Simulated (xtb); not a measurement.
xtb job for silylsulfanylsilane (H6SSi2), SMILES S([SiH3])[SiH3], GFN2-xTB. 

```
$ xtb mol.xyz --gfn 2 --sp --chrg 0 --uhf 0 --json
$ cat mol.xyz
9

Si     1.59880771     0.31492321     0.59596431
S      0.00028961     0.41287086    -0.83125578
Si    -1.59916988    -0.66445760     0.10719546
H      1.94328709    -1.08549581     0.81000290
H      2.66186291     1.06706484    -0.04393721
H      1.14308883     0.92096361     1.84170489
H     -1.15324605    -2.03012865     0.35686191
H     -2.66754999    -0.58599939    -0.87151863
H     -1.92700638     0.00114302     1.36274198
```

It prints:

```
[banner left out]
          |                Calculation Setup                |
           -------------------------------------------------



           -------------------------------------------------
          |                 G F N 2 - x T B                 |
           -------------------------------------------------

        Reference                      10.1021/acs.jctc.8b01176
      * Hamiltonian:
        H0-scaling (s, p, d)           1.850000    2.230000    2.230000
        zeta-weighting                 0.500000
      * Dispersion:
        s8                             2.700000
        a1                             0.520000
        a2                             5.000000
        s9                             5.000000
      * Repulsion:
        kExp                           1.500000    1.000000
        rExp                           1.000000
      * Coulomb:
        alpha                          2.000000
        third order                    shell-resolved
        anisotropic                    true
        a3                             3.000000
        a5                             4.000000
        cn-shift                       1.200000
        cn-exp                         4.000000
        max-rad                        5.000000


          ...................................................
          :                      SETUP                      :
          :.................................................:
          :  # basis functions                  36          :
          :  # atomic orbitals                  33          :
          :  # shells                           15          :
          :  # electrons                        20          :
          :  max. iterations                   250          :
          :  Hamiltonian                  GFN2-xTB          :
          :  restarted?                      false          :
          :  GBSA solvation                  false          :
          :  PC potential                    false          :
          :  electronic temp.          300.0000000     K    :
          :  accuracy                    1.0000000          :
          :  -> integral cutoff          0.2500000E+02      :
          :  -> integral neglect         0.1000000E-07      :
          :  -> SCF convergence          0.1000000E-05 Eh   :
          :  -> wf. convergence          0.1000000E-03 e    :
          :  Broyden damping             0.4000000          :
          :  net charge                          0          :
          :  unpaired electrons                  0          :
          ...................................................

 iter      E             dE          RMSdq      gap      omega  full diag
   1     -9.6971295 -0.969713E+01  0.997E+00    6.00       0.0  T
   2     -9.8887949 -0.191665E+00  0.287E+00    4.06       1.0  T
   3     -9.8929462 -0.415127E-02  0.265E+00    4.57       1.0  T
   4     -9.8947104 -0.176414E-02  0.890E-01    4.38       1.0  T
   5     -9.8934412  0.126917E-02  0.813E-01    4.56       1.0  T
   6     -9.8950861 -0.164489E-02  0.781E-02    4.40       1.0  T
   7     -9.8950879 -0.182980E-05  0.174E-02    4.40       1.9  T
   8     -9.8950879  0.296883E-08  0.127E-02    4.40       2.6  T
   9     -9.8950880 -0.493297E-07  0.458E-03    4.40       7.3  T
  10     -9.8950880 -0.766055E-07  0.870E-04    4.40      38.3  T
  11     -9.8950880  0.399487E-09  0.774E-04    4.40      43.1  T

   *** convergence criteria satisfied after 11 iterations ***

         #    Occupation            Energy/Eh            Energy/eV
      -------------------------------------------------------------
         1        2.0000           -0.7574832             -20.6122
       ...           ...                  ...                  ...
         4        2.0000           -0.4526664             -12.3177
         5        2.0000           -0.4501004             -12.2479
         6        2.0000           -0.4500303             -12.2459
         7        2.0000           -0.4459278             -12.1343
         8        2.0000           -0.4195768             -11.4173
         9        2.0000           -0.4031840             -10.9712
        10        2.0000           -0.3718218             -10.1178 (HOMO)
        11                         -0.2100750              -5.7164 (LUMO)
        12                         -0.2047210              -5.5707
        13                         -0.1984156              -5.3992
        14                         -0.1978682              -5.3843
        15                         -0.1841190              -5.0101
       ...                                ...                  ...
        33                          0.8037820              21.8720
      -------------------------------------------------------------
                  HL-Gap            0.1617468 Eh            4.4014 eV
             Fermi-level           -0.2909484 Eh           -7.9171 eV

 SCC (total)                   0 d,  0 h,  0 min,  0.004 sec
 SCC setup                      ...        0 min,  0.000 sec (  1.371%)
 Dispersion                     ...        0 min,  0.000 sec (  0.574%)
 classical contributions        ...        0 min,  0.000 sec (  0.385%)
 integral evaluation            ...        0 min,  0.001 sec ( 18.069%)
 iterations                     ...        0 min,  0.002 sec ( 49.500%)
 molecular gradient             ...        0 min,  0.001 sec ( 28.481%)
 printout                       ...        0 min,  0.000 sec (  1.467%)

         :::::::::::::::::::::::::::::::::::::::::::::::::::::
         ::                     SUMMARY                     ::
         :::::::::::::::::::::::::::::::::::::::::::::::::::::
         :: total energy              -9.819498841375 Eh    ::
         :: gradient norm              0.000413736477 Eh/a0 ::
         :: HOMO-LUMO gap              4.401353707055 eV    ::
         ::.................................................::
         :: SCC energy                -9.895085067300 Eh    ::
         :: -> isotropic ES            0.034717586741 Eh    ::
         :: -> anisotropic ES          0.002114149344 Eh    ::
         :: -> anisotropic XC          0.002804242525 Eh    ::
         :: -> dispersion             -0.006333778459 Eh    ::
         :: repulsion energy           0.075586225925 Eh    ::
         :: add. restraining           0.000000000000 Eh    ::
         :: total charge              -0.000000000000 e     ::
         :::::::::::::::::::::::::::::::::::::::::::::::::::::

           -------------------------------------------------
          |                Property Printout                |
           -------------------------------------------------

    * Orbital Energies and Occupations

         #    Occupation            Energy/Eh            Energy/eV
      -------------------------------------------------------------
         1        2.0000           -0.7574832             -20.6122
         2        2.0000           -0.7177100             -19.5299
         3        2.0000           -0.6556168             -17.8402
         4        2.0000           -0.4526664             -12.3177
         5        2.0000           -0.4501004             -12.2479
         6        2.0000           -0.4500303             -12.2459
         7        2.0000           -0.4459278             -12.1343
         8        2.0000           -0.4195768             -11.4173
         9        2.0000           -0.4031840             -10.9712
        10        2.0000           -0.3718218             -10.1178 (HOMO)
        11                         -0.2100750              -5.7164 (LUMO)
        12                         -0.2047210              -5.5707
        13                         -0.1984156              -5.3992
Note: The following floating-point exceptions are signalling: IEEE_UNDERFLOW_FLAG IEEE_DENORMAL
normal termination of xtb
        14                         -0.1978682              -5.3843
        15                         -0.1841190              -5.0101
        16                         -0.1740880              -4.7372
        17                         -0.1077931              -2.9332
        18                         -0.0961328              -2.6159
        19                         -0.0888735              -2.4184
        20                         -0.0651411              -1.7726
        21                         -0.0325815              -0.8866
       ...                                ...                  ...
        33                          0.8037820              21.8720
      -------------------------------------------------------------
                  HL-Gap            0.1617468 Eh            4.4014 eV
             Fermi-level           -0.2909484 Eh           -7.9171 eV

     #   Z          covCN         q      C6AA      α(0)
     1  14 Si       3.646     0.485    97.919    18.974
     2  16 S        1.750    -0.478   162.462    21.454
     3  14 Si       3.646     0.485    97.920    18.974
     4   1 H        0.920    -0.087     5.134     3.544
     5   1 H        0.921    -0.071     4.659     3.376
     6   1 H        0.920    -0.088     5.152     3.550
     7   1 H        0.920    -0.087     5.138     3.545
     8   1 H        0.921    -0.071     4.657     3.375
     9   1 H        0.920    -0.087     5.144     3.547

 Mol. C6AA /au·bohr⁶  :       2092.148274
 Mol. C8AA /au·bohr⁸  :      91238.099472
 Mol. α(0) /au        :         80.338981


Wiberg/Mayer (AO) data.
largest (>0.10) Wiberg bond orders for each atom

 ---------------------------------------------------------------------------
     #   Z sym  total        # sym  WBO       # sym  WBO       # sym  WBO
 ---------------------------------------------------------------------------
     1  14 Si   3.689 --     2 S    0.956     5 H    0.898     4 H    0.893
                             6 H    0.893
     2  16 S    2.108 --     3 Si   0.956     1 Si   0.956
     3  14 Si   3.689 --     2 S    0.956     8 H    0.898     9 H    0.893
                             7 H    0.893
     4   1 H    0.992 --     1 Si   0.893
     5   1 H    0.995 --     1 Si   0.898
     6   1 H    0.992 --     1 Si   0.893
     7   1 H    0.992 --     3 Si   0.893
     8   1 H    0.995 --     3 Si   0.898
     9   1 H    0.992 --     3 Si   0.893
 ---------------------------------------------------------------------------

Topologies differ in total number of bonds
Writing topology from bond orders to xtbtopo.mol

molecular dipole:
                 x           y           z       tot (Debye)
 q only:       -0.001      -0.398       0.797
   full:       -0.002      -0.505       1.010       2.870
molecular quadrupole (traceless):
                xx          xy          yy          xz          yz          zz
 q only:        4.218       1.782      -1.377       0.886       0.956      -2.841
  q+dip:        2.886       0.632       0.089       0.315       2.000      -2.975
   full:        4.613       1.673      -1.018       0.827       1.691      -3.595


           -------------------------------------------------
          | TOTAL ENERGY               -9.819498841375 Eh   |
          | GRADIENT NORM               0.000413736477 Eh/α |
          | HOMO-LUMO GAP               4.401353707055 eV   |
           -------------------------------------------------

------------------------------------------------------------------------
------------------------------------------------------------------------
 total:
 SCF:
```

Self-consistency was reached.
